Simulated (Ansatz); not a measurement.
Geometry optimisation, Ansatz 0.2.0, RKS PBE-D4/def2-SVP.

Input:

```yaml
crystal:
  periodic: [false, false, false]
  atoms:
    - { symbol: Ge, position_ang: [-0.062229, 0.040079, -0.700988] }
    - { symbol: Cl, position_ang: [1.862329, 0.052801, 2.125322] }
    - { symbol: H, position_ang: [2.215585, -0.054333, 0.837726] }
    - { symbol: H, position_ang: [-1.273236, 1.117174, -0.546883] }
    - { symbol: Cl, position_ang: [-1.426949, -1.702421, -0.784378] }
basis:
  gaussian: { orbitals: def2-SVP }
hamiltonian:
  xc: pbe
  dispersion: d4
relax:
  f_tol: 0.03
  max_steps: 50
```

Command:

```bash
$ ansatz run input.yaml --threads 1 --pin off --max-ram 2048MiB --backend cpu --events-out ev --progress --plain --runs-dir out
```

Problem. Where does it end, and by what steps?

Solution. It converged. The force dipped under the threshold on the way, but the program's further checks kept it going. After 14 steps the energy has fallen by 0.192 eV; Cl2 moved furthest, 0.88 Å.

```tsv
step	energy less start (eV)	largest force component (eV/Å)	accepted
0	0.0000	0.937	yes
1	-0.0340	0.558	yes
2	-0.0495	0.416	yes
3	-0.0890	0.504	yes
4	-0.0875	1.142	no
5	-0.1106	0.415	yes
6	-0.1379	0.322	yes
7	-0.1608	0.542	yes
8	-0.1872	0.107	yes
9	-0.1762	0.355	no
10	-0.1901	0.108	yes
11	-0.1912	0.009	yes
12	-0.1912	0.118	yes
13	-0.1916	0.084	yes
14	-0.1919	0.019	yes
```

```xyz
5
Properties=species:S:1:pos:R:3
Ge -0.092 0.211 -0.970
Cl 1.324 0.306 1.481
H 2.323 -0.427 1.083
H -1.134 1.100 -0.102
Cl -1.105 -1.737 -0.561
```

Run time: 46 s on 1 thread of Arm Neoverse N1, with other jobs on the host, peak memory 0.15 GiB.
